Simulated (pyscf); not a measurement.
GeH₄ (SMILES [GeH4]) + GeH₂ (SMILES [GeH2]) [singlet] -> H₃Ge–GeH₃ (SMILES [GeH3][GeH3]) (insertion; singlet surface; Ge–H broken, Ge–Ge, Ge–H formed). Optimised with ωB97X-D3(BJ)/def2-SVP in PySCF. MP2 and CC: frozen core, UHF for open shells. ΔMP2 is the change of the MP2 total energy from the triple- to the quadruple-zeta basis. Energies in eV from the separated reactants.

```csv
level,barrier,reaction energy
ωB97X-D3(BJ)/def2-TZVP,-0.29,-2.30
PBE/def2-TZVP,-0.38,-2.04
B3LYP-D3(BJ)/def2-TZVP,-0.11,-1.94
M06-2X/def2-TZVP,-0.15,-1.97
CCSD/def2-TZVPP,-0.05,-2.06
CCSD(T)/def2-TZVPP,-0.17,-2.11
CCSD(T)/def2-TZVPP + ΔMP2(QZVPP),…,…
```

### Question
What belongs in the gaps?

### Answer

- CCSD(T)/def2-TZVPP + ΔMP2(QZVPP), barrier: -0.20
- CCSD(T)/def2-TZVPP + ΔMP2(QZVPP), reaction energy: -2.10

On the reactant side the descent ends in an adduct with a Ge–Ge contact, 0.47 eV under the separated species and 0.19 eV under the saddle at ωB97X-D3(BJ)/def2-TZVP. At ωB97X-D3(BJ), PBE, B3LYP-D3(BJ), M06-2X, CCSD, CCSD(T), CCSD(T) the saddle lies under the separated reactants, which points to a path from their complex (located at ωB97X-D3(BJ) alone). What is counted as formed (Ge–Ge) is already present as a longer contact in the reactant adduct; forming that adduct is a step of its own. This is the saddle that the search found; another between the same sides may lie lower. The CCSD(T) − MP2 part came from Ansatz, without density fitting, on the same reference. The frozen core leaves the outer d or s,p core shells of the metals and heavy elements correlated in the MP2 and CC values, and def2-TZVPP describes them poorly, which can shift differences by a few kcal/mol. Elements up to Kr have no core potential and no relativistic terms here.
